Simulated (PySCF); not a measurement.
# What an electron can do to InF

PBE in PySCF with def2-TZVPPD on every atom (core potentials on In), for the lowest determinant that a PBE0 search found; no spin–orbit coupling.

| species | state (unpaired electrons) | Re (Å) | ωe (cm⁻¹) | energy of the minimum from the neutral (eV) | De (eV) | dissociates to |
| --- | --- | --- | --- | --- | --- | --- |
| InF | singlet (closed shell) | 2.026 | 493 | 0.00 | 5.81 | In + F |
| InF⁺ | doublet (σ ↑) | 1.945 | 533 | 9.98 | 1.41 | In⁺ + F |
| InF⁻ | doublet (π ↑) | 2.112 | 389 | -0.11 | 2.25 | In + F⁻ |

Task: Work out the lowest energy to break InF into atoms, from its vibrational ground state.

Result: D0 = De − ωe/2 = 5.81 − 0.03 = 5.78 eV (PBE/def2-TZVPPD).

Task: Work out the ionisation energy of the In atom at this level and the threshold of dissociative ionisation.

Result: IE(In) = 9.98 + 1.41 − 5.81 = 5.58 eV, so In⁺ + F + e⁻ appears at D0 + IE(In) = 11.36 eV (PBE/def2-TZVPPD). The measured IE(In) is 5.786 eV (NIST ASD).

Task: Work out the electron affinity of the F atom and the threshold of dissociative attachment.

Result: EA(F) = 5.81 − 2.25 − (-0.11) = 3.67 eV, so In + F⁻ needs D0 − EA(F) = 2.11 eV (PBE/def2-TZVPPD). The measured EA(F) is 3.401 eV.

Task: At which energy does ion-pair formation open?

Result: In⁺ + F⁻ lies at D0 + IE(In) − EA(F) = 7.69 eV (PBE/def2-TZVPPD).

These are thermodynamic thresholds; the onsets seen under electron impact lie higher where the geometry changes, and cross-sections peak well above them.

These are scalar-relativistic numbers at best; spin–orbit coupling would shift them, the dissociation energy most. For an ion De counts to the pair picked by the measured ionisation energies or electron affinities, which need not be the lowest pair at this level. The highest Kohn–Sham level is positive in this anion. Much of that is self-interaction error, but it also means that the finite basis helps to hold the extra electron. States were picked by a PBE0 search and need not be the measured ground states.
